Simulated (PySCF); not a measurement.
# C3H7FP2Si: full NMR table

```yaml
Formula: C3H7FP2Si
SMILES: C#CC[Si](F)(P)P
Point_group_of_the_computed_structure: C1
Carbon_signals: 3
Proton_signals: 3
```

Numbering as in the mapped SMILES `[CH:1]#[C:2][CH2:3][Si:4]([F:5])([PH2:6])[PH2:7]`; H(Xn) means a hydrogen on atom n.

- geometry: GFN2-xTB
- NMR shieldings at PBE0/pcSseg-1/GIAO
- code: PySCF 2.14
- rapidly exchanging positions averaged, single conformer, in vacuum, relativity neglected

Chemical shifts δ = σref − σ; TMS for 1H (31.72 ppm), 13C (186.93 ppm), 29Si (349.16 ppm); 19F (170.95 ppm) vs CFCl3; 31P (318.38 ppm) against H3PO4, all at this level.

| carbon | δC, type | δH (multiplicity) | HMBC from (2–3 bonds) | span of the C tensor (ppm) |
| --- | --- | --- | --- | --- |
| C1 | 75.8, CH | 1.28 (t) | H(C3) | 221 |
| C2 | 83.6, C | – | H(C3), H(C1) | 286 |
| C3 | 12.4, CH2 | 2.15 (m) | H(P6)/H(P7), H(C1) | 33 |

Other nuclei:
```
      atoms  nucleus                            environment  δ (ppm)  σ (ppm)
H(P6)/H(P7)       1H  hydrogen on a phosphorus bonded to Si     1.67    30.04
         F5      19F                  fluorine bonded to Si   -178.6    349.5
      P6/P7      31P           phosphorus bonded to Si, 2 H   -258.5    576.9
        Si4     29Si            silicon bonded to C, F, 2 P     63.2    286.0
```

- δC 83.6: alkyne carbon; sp carbons lie upfield of alkene carbons because the cylindrical π system leaves one tensor component strongly shielded.
- δC 75.8: terminal alkyne carbon; the triple bond shields along its axis, which puts it between sp3 and sp2 carbons.
- δH 2.15: hydrogen on a propargylic sp3 CH2 bonded to Si.
- δH 1.67: hydrogen on a phosphorus bonded to Si.
- δH 1.28: hydrogen on a terminal alkyne carbon; it lies on the axis of the triple bond, in its shielding cone.

Splittings by 19F and 31P in the carbon and heteronuclear signals aren't shown, as no couplings were computed. Shifts are as computed. Against solution values, carbons near 30 ppm lie about +3 ppm off and those near 130 ppm about +5 ppm. Of 1309 compounds with measured shifts, 239 miss one by over three times the rms of a fit or turn the order of signals round; such compounds aren't used in these exercises. Unscaled 19F shifts against computed CFCl3 carry errors that often reach 10 to 50 ppm. Experimental scales use liquid or dissolved standards, which lie at an offset from isolated H3PO4. Multiplicities follow the n + 1 count of equivalent neighbours, as no J values were calculated; m marks all less simple cases, F and P coupling included.
